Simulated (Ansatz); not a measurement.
CH₆FNOSi₂, singlet, geometry from GFN2-xTB; HF/6-311G** run with Ansatz (a first-principles code).

Here is a job for Ansatz.
Ansatz 0.2 input:
```yaml
crystal:
  periodic: [false, false, false]
  atoms:
    - {symbol: C, position_ang: [2.09366492, 0.63765635, -0.74501787]}
    - {symbol: N, position_ang: [0.80812846, 0.35941431, -0.15905604]}
    - {symbol: Si, position_ang: [-0.00248077, 0.86473669, 1.30850757]}
    - {symbol: O, position_ang: [-1.32565918, 0.04485397, 0.70879612]}
    - {symbol: Si, position_ang: [-0.64460491, -0.40093479, -0.72263438]}
    - {symbol: F, position_ang: [-0.52320214, -1.99095079, -0.84463593]}
    - {symbol: H, position_ang: [2.07223968, 1.54471521, -1.35822020]}
    - {symbol: H, position_ang: [2.40383403, -0.19571676, -1.37607881]}
    - {symbol: H, position_ang: [2.83259453, 0.77543640, 0.04432390]}
    - {symbol: H, position_ang: [-0.31682906, 2.28128338, 1.37297970]}
    - {symbol: H, position_ang: [0.50608952, 0.23087908, 2.51058442]}
    - {symbol: H, position_ang: [-1.34352528, 0.08806308, -1.88095955]}
basis:
  gaussian:
    orbitals: 6-311G__.json
    point_charges:
      - {charge: 0.5, position_ang: [-2.1062, 0.8778, 4.9039]}
hamiltonian:
  xc: hf
```
The basis file holds 6-311G** in the JSON format of the Basis Set Exchange.

The log (banner, timings and long lists left out):

```
Functional definition: HF
1617 factors; their error is unknown
mean field evaluation 1: about -23076.3561 eV, gradient 5.0e1 eV
mean field evaluation 2: about -23080.0138 eV, gradient 3.0e1 eV
mean field evaluation 4: about -23081.5110 eV, gradient 8.5e-1 eV
mean field evaluation 8: about -23081.6669 eV, gradient 5.1e-2 eV
mean field -23081.66690544 eV, -848.2356134593 hartree, gradient 1.4e-5 eV, S^2 0.000000; 0 other end points of the search recorded, 0 dependent functions left out
reference -23081.66690544 eV, -848.2356134593 hartree; 32, 32 occupied and 130, 130 virtual orbitals, 1617 factors
Total energy: -23081.66690544 eV, -848.2356134593 hartree
```
